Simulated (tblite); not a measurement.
Species: C7H11BO2.
Cartesian coordinates in Å at the GFN2-xTB level; atoms count from 1:
```
atom  x, y, z in Å
B1     2.9361    1.0300   -0.3806
O2     3.2310   -0.4615   -0.1311
C3     2.2970   -1.2613    0.1568
C4     0.9524   -0.9426    0.2131
C5     0.5773    0.3636   -0.1349
C6    -0.8689    0.7505   -0.1869
C7    -1.6821    0.4362    1.0906
C8    -2.5938   -0.5066    0.2925
C9    -1.7922   -0.2020   -0.9813
O10    1.4135    1.2634   -0.4359
H11    3.3830    1.3207   -1.4412
H12    3.3604    1.6452    0.5477
H13    2.6116   -2.2890    0.3549
H14    0.2192   -1.6843    0.4678
H15   -0.9318    1.7923   -0.5029
H16   -2.1845    1.3052    1.5076
H17   -1.1045   -0.0441    1.8770
H18   -2.5579   -1.5459    0.6117
H19   -3.6345   -0.1933    0.2517
H20   -2.3596    0.2988   -1.7618
H21   -1.2804   -1.0583   -1.4152
```

Computed values, GFN2-xTB/tblite, gas phase, harmonic and unscaled. Against measured fundamentals such values can be off by several per cent, at times by over 20. Modes of hydrogen on boron can be 10 to 20 % off. One conformer, not necessarily the lowest.

Harmonic wavenumbers (cm⁻¹): 40.4, 47.0, 60.8, 134.2, 198.5, 253.5, 325.3, 382.8, 472.3, 500.6, 600.8, 680.3, 699.4, 702.4, 771.7, 779.6, 798.2, 817.0, 882.1, 919.5, 957.2, 959.6, 996.6, 1030.3, 1036.9, 1049.3, 1054.5, 1067.0, 1107.1, 1131.4, 1185.0, 1187.6, 1211.4, 1222.2, 1238.6, 1247.3, 1262.5, 1262.6, 1294.4, 1326.4, 1434.3, 1459.9, 1469.4, 1470.5, 1493.2, 1633.5, 2452.6, 2499.4, 2941.4, 2987.7, 3004.4, 3015.4, 3023.3, 3025.4, 3028.0, 3031.8, 3154.0.

A = 3351, B = 825.8, C = 745.0 MHz; mass 138.085 u (most abundant isotopes); point group C1, symmetry number 1.

**Question.** Zero-point energy?

**Answer.** ½Σν̃ = 37009 cm⁻¹ = 442.73 kJ/mol.

**Question.** Give the ideal-gas entropy at 500 K and 1 bar in the rigid-rotor, harmonic-oscillator model (classical rotation).

**Answer.** Translation 181.06, rotation 129.60, vibration 209.56: S = 520.2 J/(mol K).

**Question.** And Cp and H(500 K) − H(0)?

**Answer.** Cp = 255.69 J/(mol K), of which vibrations give 222.44 (their classical limit is 57 R = 473.9); H(500 K) − H(0) = 70.19 kJ/mol without the zero-point energy, 53.56 from vibrations.

**Question.** Which modes carry the vibrational entropy at 500 K?

**Answer.** 40.4 cm⁻¹: 26.21; 47.0 cm⁻¹: 24.96; 60.8 cm⁻¹: 22.82; 134.2 cm⁻¹: 16.28; 198.5 cm⁻¹: 13.08; 253.5 cm⁻¹: 11.12 J/(mol K); the other 51 give 95.09 together.

**Question.** How do the functions run with temperature in this model?

**Answer.** 
```json
{"T (K)": "100", "S (J/(mol K))": "299.3", "Cp (J/(mol K))": "74.5", "H − H(0) (kJ/mol)": "5.61", "G − H(0) (kJ/mol)": "-24.32", "ln q(vib)": "2.33"}
{"T (K)": "200", "S (J/(mol K))": "361.2", "Cp (J/(mol K))": "110.4", "H − H(0) (kJ/mol)": "14.74", "G − H(0) (kJ/mol)": "-57.50", "ln q(vib)": "4.88"}
{"T (K)": "300", "S (J/(mol K))": "415.0", "Cp (J/(mol K))": "159.9", "H − H(0) (kJ/mol)": "28.18", "G − H(0) (kJ/mol)": "-96.33", "ln q(vib)": "7.30"}
{"T (K)": "800", "S (J/(mol K))": "662.0", "Cp (J/(mol K))": "345.9", "H − H(0) (kJ/mol)": "161.77", "G − H(0) (kJ/mol)": "-367.87", "ln q(vib)": "20.06"}
{"T (K)": "1000", "S (J/(mol K))": "743.5", "Cp (J/(mol K))": "383.2", "H − H(0) (kJ/mol)": "234.89", "G − H(0) (kJ/mol)": "-508.58", "ln q(vib)": "25.03"}
```

q(vib) and H(0) count from the zero-point level.

Hindered rotation and anharmonicity are outside this model. Other conformers, if any are populated, would add a mixing term that is left out.
